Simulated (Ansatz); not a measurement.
Two isomers of C3H10Si2: A = `C=C[SiH2][SiH2]C`, B = `[SiH3]CC1C[SiH2]1`.

Isolated molecules relaxed with PBE0-D4/def2-TZVP in Ansatz; ΔE leaves out vibrations. CBS: MP2 limit from def2 TZ/QZ plus the TZ coupled-cluster correction, frozen cores. DFT in def2-TZVPP. Each species was taken in one conformer, which may not be the lowest.

**Question.** Which isomer does CCSD(T)/CBS put lower? Give the gap. (Best estimate.)

**Answer.** Computed: A, by 19.3 kcal/mol.

**Question.** Give E(B) − E(A) in kcal/mol with PBE-D4, MP2/def2-TZVPP, ωB97M-V, HF/def2-TZVPP, r2SCAN-D4, CCSD/def2-TZVPP, B2PLYP. (Estimate.)

**Answer.** Ansatz gave: PBE-D4 18.3, MP2/def2-TZVPP 15.6, ωB97M-V 17.1, HF/def2-TZVPP 25.8, r2SCAN-D4 18.2, CCSD/def2-TZVPP 19.7, B2PLYP 20.4. None reverses the order clearly.

Largest T1 diagnostic: 0.012.

The D4 term adds −0.9 kcal/mol with B3LYP and −0.4 kcal/mol with PBE0; it sums over pairs of atoms, weighted by their polarisabilities, and B3LYP, whose exchange is more repulsive, gets the larger term. From PBE to PBE0 (25 % exact exchange), in def2-TZVPP and without D4, E(B) − E(A) moves by −1.0 kcal/mol.

B3LYP here is the variant with VWN-RPA as its local correlation; programs differ in this.
